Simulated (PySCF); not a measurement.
**Correlation energy of Yb (ytterbium, neutral)**

[Xe] 4f13 6s2 6p1, one real determinant (an excited configuration). All numbers are calculated (PySCF 2.14, scalar relativity by spin-free X2C-1e, in cc-pVDZ-X2C (8s7p5d3f1g, 84 functions)). Frozen: [Kr] 4d10; 24 electrons correlated.

```
  level  correlation energy (mhartree)
   CCSD                        -826.47
    (T)                         -26.58
CCSD(T)                        -853.05
```

Diagnostics: T1 = 0.035, D1 = 0.1885, largest double amplitude 0.112.

The real determinant used has ⟨L²⟩ near 14 against 20 for a pure G term, so it mixes terms. Spin-orbit coupling, absent here, splits the open shell strongly. T1 exceeds 0.03, a sign that the reference determinant is poor.

Cost of the coupled-cluster step: roughly 2.3 core-minutes, for 24 correlated electrons.

Iterations:

```
CC2 = 0
CCSD nocc = (np.int64(13), np.int64(11)), nmo = (61, 61)
frozen orbitals [[0, 1, 2, 3, 4, 5, 6, 7, 8, 9, 10, 11, 12, 13, 14, 15, 16, 17, 18, 19, 20, 21, 22], [0, 1, 2, 3, 4, 5, 6, 7, 8, 9, 10, 11, 12, 13, 14, 15, 16, 17, 18, 19, 20, 21, 22]]
max_cycle = 100
direct = 0
conv_tol = 1e-08
conv_tol_normt = 1e-06
diis_space = 8
diis_start_cycle = 0
Init t2, MP2 energy = -0.947707718827879
Init E_corr(UCCSD) = -0.947707718833679
cycle = 1  E_corr(UCCSD) = -0.765886207139176  dE = 0.181821512  norm(t1,t2) = 0.142363
cycle = 2  E_corr(UCCSD) = -0.836984796511474  dE = -0.0710985894  norm(t1,t2) = 0.0717647
cycle = 3  E_corr(UCCSD) = -0.82170220267848  dE = 0.0152825938  norm(t1,t2) = 0.0492821
cycle = 4  E_corr(UCCSD) = -0.820971867679442  dE = 0.000730334999  norm(t1,t2) = 0.0300665
cycle = 5  E_corr(UCCSD) = -0.827487248291347  dE = -0.00651538061  norm(t1,t2) = 0.0162192
cycle = 6  E_corr(UCCSD) = -0.826669552097756  dE = 0.000817696194  norm(t1,t2) = 0.00958482
cycle = 7  E_corr(UCCSD) = -0.826074251207281  dE = 0.00059530089  norm(t1,t2) = 0.00438681
cycle = 8  E_corr(UCCSD) = -0.826482498953412  dE = -0.000408247746  norm(t1,t2) = 0.00248315
cycle = 9  E_corr(UCCSD) = -0.826548528326484  dE = -6.60293731e-05  norm(t1,t2) = 0.00108982
cycle = 10  E_corr(UCCSD) = -0.826440145141801  dE = 0.000108383185  norm(t1,t2) = 0.000581528
cycle = 11  E_corr(UCCSD) = -0.826459987958512  dE = -1.98428167e-05  norm(t1,t2) = 0.000358777
cycle = 12  E_corr(UCCSD) = -0.826479666876489  dE = -1.9678918e-05  norm(t1,t2) = 0.000205645
cycle = 13  E_corr(UCCSD) = -0.826456235085024  dE = 2.34317915e-05  norm(t1,t2) = 0.000141788
cycle = 14  E_corr(UCCSD) = -0.826480782544009  dE = -2.4547459e-05  norm(t1,t2) = 9.40118e-05
cycle = 15  E_corr(UCCSD) = -0.82646591497871  dE = 1.48675653e-05  norm(t1,t2) = 6.50927e-05
cycle = 16  E_corr(UCCSD) = -0.826467388311275  dE = -1.47333257e-06  norm(t1,t2) = 4.58092e-05
cycle = 17  E_corr(UCCSD) = -0.826471455533351  dE = -4.06722208e-06  norm(t1,t2) = 2.97577e-05
cycle = 18  E_corr(UCCSD) = -0.826469344939423  dE = 2.11059393e-06  norm(t1,t2) = 1.95993e-05
cycle = 19  E_corr(UCCSD) = -0.826469969639929  dE = -6.24700506e-07  norm(t1,t2) = 1.36297e-05
cycle = 20  E_corr(UCCSD) = -0.826471452265295  dE = -1.48262537e-06  norm(t1,t2) = 9.23344e-06
cycle = 21  E_corr(UCCSD) = -0.826470815208143  dE = 6.37057152e-07  norm(t1,t2) = 5.94981e-06
cycle = 22  E_corr(UCCSD) = -0.82647048777914  dE = 3.27429003e-07  norm(t1,t2) = 3.70872e-06
cycle = 23  E_corr(UCCSD) = -0.826471021729389  dE = -5.33950249e-07  norm(t1,t2) = 2.37454e-06
cycle = 24  E_corr(UCCSD) = -0.826470765629673  dE = 2.56099716e-07  norm(t1,t2) = 1.68025e-06
cycle = 25  E_corr(UCCSD) = -0.826470800557278  dE = -3.49276047e-08  norm(t1,t2) = 1.25066e-06
cycle = 26  E_corr(UCCSD) = -0.826470878546132  dE = -7.79888545e-08  norm(t1,t2) = 9.09268e-07
cycle = 27  E_corr(UCCSD) = -0.826470810957269  dE = 6.7588863e-08  norm(t1,t2) = 6.10505e-07
cycle = 28  E_corr(UCCSD) = -0.826470793294357  dE = 1.76629118e-08  norm(t1,t2) = 4.11496e-07
cycle = 29  E_corr(UCCSD) = -0.826470806803102  dE = -1.35087442e-08  norm(t1,t2) = 2.58606e-07
cycle = 30  E_corr(UCCSD) = -0.82647080181811  dE = 4.98499197e-09  norm(t1,t2) = 1.82285e-07
UCCSD converged
E(UCCSD) = -14055.24755960097  E_corr = -0.8264708018181097
UCCSD(T) correction = -0.0265810583192277
```

The basis was made for the ground configuration and has no added diffuse functions, which can raise the energy of the promoted electron.

The reference is one real determinant that mixes LS terms of this configuration.
